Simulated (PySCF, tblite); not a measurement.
Compound: C₈H₉OP.
Z-matrix (Å and degrees, GFN2-xTB geometry), rows numbered from 1:
```
C 
C   1  1.5000
C   2  1.3842  1  119.86
P   3  1.7306  2  126.36  1  -178.90
C   4  1.7473  3  101.49  2     0.10
C   5  1.5036  4  115.10  3  -179.95
C   5  1.3965  4  122.83  3    -0.03
C   7  1.4751  5  121.17  4  -179.99
O   8  1.2061  7  124.57  5  -179.78
C   2  1.3853  1  119.21  3  -178.81
H   1  1.0874  2  110.69  3  -146.98
H   1  1.0905  2  109.62  3    94.04
H   1  1.0874  2  111.21  3   -25.52
H   3  1.0842  2  118.10  1     1.11
H   6  1.0899  5  111.22  4   119.50
H   6  1.0899  5  111.24  4  -119.63
H   6  1.0894  5  109.68  4    -0.05
H   8  1.1037  7  115.31  5     0.18
H  10  1.0818  2  119.03  1    -1.19
```

Computed with PBE0/pcSseg-1 in PySCF (dipole) on a GFN2-xTB geometry, gas phase.

Masses are those of the commonest isotopes; rigid-rotor values at the optimised geometry. The values belong to one conformer with, in the numbering `[CH3:1][c:2]1[cH:3][p:4][c:5]([CH3:6])[c:7]([CH:8]=[O:9])[cH:10]1`, C5–C7–C8–O9 180°.

Question: Give the principal moments of inertia and the rotational constants in MHz.

Answer: Ia = 364.82, Ib = 448.25, Ic = 806.80 u·Å²; 505379 MHz·u·Å²/I gives A = 1385, B = 1127, C = 626.4 MHz.

Question: Classify the top.

Answer: An asymmetric top: κ = (2 × 1127 − 1385 − 626.4)/(1385 − 626.4) = 0.32.

Question: What does the inertial defect say?

Answer: Not planar: Δ = Ic − Ia − Ib = -6.28 u·Å². For a rigid frame Δ = −2 Σ m c², so Σ m c² = 3.14 u·Å² lies off the ab plane, practically all of it from hydrogen. The atom farthest from that plane is 1.04 Å away.

Question: Give the other two planar moments, Paa and Pbb, and the rms extents of the mass along the axes.

Answer: Paa = Σ m a² = (Ib + Ic − Ia)/2 = 445.11 and Pbb = Σ m b² = (Ia + Ic − Ib)/2 = 361.68 u·Å². With the mass M = 152.04 u, the rms extents √(P/M) along a, b and c are 1.71, 1.54, 0.14 Å.

Question: Give the coordinates in the principal-axis frame, origin at the centre of mass.

Answer: The sense of each axis is arbitrary; atoms in the order of the calculation.
```tsv
atom	mass (u)	a (Å)	b (Å)	c (Å)
C1	12.000	2.424	-2.163	0.010
C2	12.000	1.478	-1.000	-0.010
C3	12.000	1.974	0.293	-0.006
P4	30.974	1.040	1.750	0.000
C5	12.000	-0.589	1.119	0.002
C6	12.000	-1.676	2.159	0.006
C7	12.000	-0.872	-0.248	-0.002
C8	12.000	-2.263	-0.741	0.000
O9	15.995	-2.576	-1.905	0.001
C10	12.000	0.113	-1.239	-0.008
H11	1.008	2.015	-3.001	-0.548
H12	1.008	2.582	-2.489	1.039
H13	1.008	3.390	-1.892	-0.411
H14	1.008	3.049	0.427	-0.006
H15	1.008	-2.308	2.072	-0.878
H16	1.008	-2.307	2.068	0.890
H17	1.008	-1.231	3.154	0.007
H18	1.008	-3.040	0.042	0.000
H19	1.008	-0.241	-2.261	-0.011
```

Question: Predict some low-J microwave lines.

Answer: The dipole components are |μa| = 1.30 D, |μb| = 0.89 D, |μc| = 0.06 D. Intensities carry the squares of the components, which stand as 1.00 : 0.47 : 0.00 (a : b : c). Some lines, for components of 0.1 D or more:

```tsv
type	branch	J(Ka,Kc)	MHz	lower level (cm⁻¹)
a	Q	2(2,0) ← 2(2,1)	320	0.243
a	Q	1(1,0) ← 1(1,1)	501	0.067
b	Q	1(1,0) ← 1(0,1)	759	0.059
b	Q	2(2,0) ← 2(1,1)	1093	0.218
a	Q	2(1,1) ← 2(1,2)	1503	0.167
b	Q	2(1,1) ← 2(0,2)	1580	0.165
a	R	1(0,1) ← 0(0,0)	1754	0.000
b	R	1(1,1) ← 0(0,0)	2012	0.000
b	Q	2(2,1) ← 2(1,2)	2277	0.167
b	R	2(0,2) ← 1(1,1)	2930	0.067
a	R	2(1,2) ← 1(1,1)	3007	0.067
a	R	2(0,2) ← 1(0,1)	3188	0.059
b	R	2(1,2) ← 1(0,1)	3264	0.059
a	R	2(1,1) ← 1(1,0)	4009	0.084
b	R	2(2,1) ← 1(1,0)	4782	0.084
b	R	2(2,0) ← 1(1,1)	5603	0.067
```

Its GFN2-xTB frequencies are all real (lowest 22 cm⁻¹). No vibrational averaging or centrifugal distortion is included, and the geometry carries the error of its method. A rigid rotor knows nothing of internal rotation, which can split or shift real lines.
